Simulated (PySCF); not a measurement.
Fe(OH2)6, H12FeO6 (cation, charge +3), SMILES [OH2]->[Fe+3](<-[OH2])(<-[OH2])(<-[OH2])(<-[OH2])<-[OH2], multiplicity 6, GFN2-xTB optimised geometry.

```
19

Fe     0.00     0.00     0.00
O      0.00     0.00     2.31
H      0.00    -0.77     2.91
H      0.00     0.76     2.91
O      0.00     2.31     0.00
H      0.77     2.91     0.00
H     -0.77     2.91     0.00
O     -2.31     0.00     0.00
H     -2.91     0.00    -0.77
H     -2.91     0.00     0.77
O      2.31     0.00     0.00
H      2.91     0.00     0.77
H      2.91     0.00    -0.77
O      0.00    -2.31     0.00
H     -0.77    -2.91     0.00
H      0.76    -2.91     0.00
O      0.00     0.00    -2.31
H      0.00    -0.77    -2.91
H      0.00     0.77    -2.91
```

Density from unrestricted CAM-B3LYP/def2-SVP (PySCF 2.14.0) at that geometry.

Minimum of the electron density along straight lines between bonded atoms, close to the bond critical point (lines longer than 1.1 times the sum of covalent radii, or with two minima, are not listed):

| bond | length / Å | ρ at the minimum / e bohr⁻³ | ∇²ρ there / e bohr⁻⁵ | position (fraction from the first atom) |
|---|---|---|---|---|
| O2–H3 | 0.972 | 0.328 | -2.82 | 0.84 |
| O2–H4 | 0.972 | 0.328 | -2.82 | 0.84 |
| O5–H6 | 0.972 | 0.328 | -2.82 | 0.84 |
| O5–H7 | 0.972 | 0.328 | -2.82 | 0.84 |
| O8–H9 | 0.972 | 0.328 | -2.82 | 0.84 |
| O8–H10 | 0.972 | 0.328 | -2.82 | 0.84 |
| O11–H12 | 0.972 | 0.328 | -2.82 | 0.84 |
| O11–H13 | 0.972 | 0.328 | -2.82 | 0.84 |
| O14–H15 | 0.972 | 0.328 | -2.82 | 0.84 |
| O14–H16 | 0.972 | 0.328 | -2.82 | 0.84 |
| O17–H18 | 0.972 | 0.328 | -2.82 | 0.84 |
| O17–H19 | 0.972 | 0.328 | -2.82 | 0.84 |
